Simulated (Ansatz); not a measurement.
GeF4, SMILES [F][Ge]([F])([F])[F].

The structure is a stationary point at TPSSh-D3(BJ)/def2-SVP. The isomer is the one that the SMILES or the coordinates give; other isomers of the formula were not compared.

Two levels are set side by side: PBE/def2-SVPD (Ansatz, a quantum-chemistry and plane-wave program) and CAM-B3LYP/def2-SVPD (Ansatz). Energy differences of separate SCF runs at the same geometry; the states with an electron removed or added have multiplicity 2 and 2. Differences are taken from unrounded values.

| quantity | CAM-B3LYP | PBE | PBE minus CAM-B3LYP |
|---|---|---|---|
| vertical ionisation energy (eV) | 15.86 | 14.30 | -1.56 |
| vertical electron affinity (eV) | 0.39 | 0.46 | 0.06 |
| vertical singlet–triplet gap (eV) | 8.68 | 7.20 | -1.48 |
